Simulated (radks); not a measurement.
The gadolinium ion Gd+, configuration [Xe] 4f7 5d1 6s1. Calculated with a radial shooting solver on a logarithmic mesh with Libxc functionals: Dirac Kohn-Sham, LDA (Slater exchange, Perdew-Wang correlation), spin-unpolarised, spherical densities, point nucleus; open shells are shared between the two j in proportion to 2j + 1; speed of light set to 685.18 atomic units (5 times the physical value, a model run).

Spin-orbit splittings of the eigenvalues, e(l+1/2) - e(l-1/2), with zeta = 2 splitting/(2l+1) and mean radii in bohr:

shell  occ.  splitting (eV)  zeta (eV)  <r> j=l-1/2  <r> j=l+1/2
2p        6           24.27      16.18      0.08530      0.08556
3p        6               ?          ?       0.2498       0.2503
3d       10           1.235     0.4942       0.2221       0.2223
4p        6           1.090     0.7269       0.6002       0.6013
4d       10          0.2285    0.09139       0.6361       0.6366
4f        7         0.03316   0.009474       0.8248       0.8252
5p        6          0.1498    0.09986        1.593        1.597
5d        1         0.01339   0.005357        2.478        2.481

Estimate the 3p splitting.

Answer. 4.926 eV (zeta = 3.284 eV).
